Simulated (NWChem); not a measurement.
CH₅NOTe; SMILES [Te](OC)N

```xyz
9

Te     0.3358    -0.4559    -0.0316
O      0.1372     1.4469     0.5786
C     -0.3601     2.3817    -0.3379
H     -1.4173     2.1944    -0.6098
H     -0.3122     3.3739     0.1419
H      0.2255     2.4265    -1.2760
N     -1.5370    -1.1676     0.0591
H     -2.1897    -0.7847    -0.6190
H     -1.9459    -1.1964     0.9893
```
Atoms are numbered in this order, from 1.

Geometry: optimised at PBE0/def2-SVP. No frequency run checked for a minimum. def2 effective core potentials on Te; no spin-orbit coupling.

Problem. List the 4 lowest vertical singlet excitations from PBE0/def2-SVPD with def2 effective core potentials on Te, TDA (NWChem).

Solution. 
```tsv
state	energy (eV)	oscillator strength	leading excitation (squared amplitude)
S1	3.50	0.001	HOMO → LUMO (0.97)
S2	4.16	0.006	HOMO → LUMO+1 (0.96)
S3	5.08	0.006	HOMO−1 → LUMO (0.88)
S4	5.55	0.096	HOMO → LUMO+2 (0.89)
```
